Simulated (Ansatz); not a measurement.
CH3ClGeO (`O=[CH][GeH2][Cl]`), one more setting.

```yaml
crystal:
  periodic: [false, false, false]
  atoms:
    - {symbol: O, position_ang: [0.974860, -1.675326, 1.014782]}
    - {symbol: C, position_ang: [0.244917, -1.252166, 0.139437]}
    - {symbol: Ge, position_ang: [0.024423, 0.806478, 0.010310]}
    - {symbol: Cl, position_ang: [-1.418142, 1.047012, -1.574873]}
    - {symbol: H, position_ang: [-0.282845, -1.858298, -0.504276]}
    - {symbol: H, position_ang: [-0.653015, 1.378784, 1.290345]}
    - {symbol: H, position_ang: [1.221479, 1.502644, -0.439736]}
basis:
  gaussian: {orbitals: aug-cc-pVDZ}
hamiltonian: {xc: {name: HF}, dispersion: d4}
output: {forces: true}
```

```sh
$ ansatz run in.yaml --threads 2 --pin off --events-out ev --progress --plain --max-ram 4352MiB
```

Output, abridged:

```
Functional definition: HF
1384 factors; integrals over basis functions are off by at most 5.4e-4 eV
mean field evaluation 1: about -72089.3993 eV, gradient 3.4e1 eV
mean field evaluation 2: about -72089.4528 eV, gradient 3.4e1 eV
mean field evaluation 4: about -72092.2135 eV, gradient 3.4e0 eV
mean field evaluation 8: about -72092.2708 eV, gradient 4.0e-1 eV
mean field -72092.27239283 eV, -2649.3421445390 hartree, gradient 1.5e-5 eV, S^2 0.000000; 0 other end points of the search recorded, 0 dependent functions left out
reference -72092.27239283 eV, -2649.3421445390 hartree; 33, 33 occupied and 103, 103 virtual orbitals, 1384 factors
Total energy: -72092.76069782 eV, -2649.3600894165 hartree
Atom 0 at     0.974860    -1.675326     1.014782 Å, force    -1.470565     0.482626    -1.864199 eV/Å
Atom 1 at     0.244917    -1.252166     0.139437 Å, force     2.882219     2.561324     3.767467 eV/Å
Atom 2 at     0.024423     0.806478     0.010310 Å, force    -1.360520    -1.603000     0.967175 eV/Å
Atom 3 at    -1.418142     1.047012    -1.574873 Å, force    -0.380750     0.078815    -0.410555 eV/Å
Atom 4 at    -0.282845    -1.858298    -0.504276 Å, force    -1.372865    -1.895516    -1.769476 eV/Å
Atom 5 at    -0.653015     1.378784     1.290345 Å, force     0.401484    -0.254188    -0.408142 eV/Å
Atom 6 at     1.221479     1.502644    -0.439736 Å, force     1.300997     0.629939    -0.282271 eV/Å
Dipole moment:     0.030599     0.170186    -0.031834 e Å
```

It took 3.3 s on 2 threads of an Arm Neoverse V2 on a shared host, with 0.36 GiB of host memory at the peak.
